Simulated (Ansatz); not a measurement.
Compare A (`CC(=O)[SiH2]N`) with its isomer B (`C[Si@H]1O[C@@H]1N`).

Isolated molecules relaxed with PBE0-D4/def2-TZVP in Ansatz; ΔE leaves out vibrations. CCSD(T)/CBS is the MP2 limit (def2-TZVPP, def2-QZVPP) plus CCSD(T) − MP2 in def2-TZVPP, frozen cores. DFT in def2-TZVPP. B3LYP here is the variant with VWN-RPA as its local correlation; programs differ in this. One conformer a species, not always the lowest.

Which is lower in electronic energy at CCSD(T)/CBS, and by how much? (Best estimate.)

Ansatz gave: A, by 43.8 kJ/mol.

Give E(B) − E(A) in kJ/mol with ωB97M-V, r2SCAN-D4, B3LYP-D4, HF/def2-TZVPP, B2PLYP, PBE-D4, PBE0-D4. (Best estimate.)

Ansatz gave: ωB97M-V 41.9, r2SCAN-D4 35.3, B3LYP-D4 52.3, HF/def2-TZVPP 82.2, B2PLYP 48.4, PBE-D4 33.8, PBE0-D4 35.1. None reverses the order clearly.

Largest T1 diagnostic: 0.014.

In def2-TZVPP, CCSD(T) changes the Hartree–Fock value by −35.7 kJ/mol (the triples alone add −3.3 kJ/mol) and MP2 by −45.0 kJ/mol.
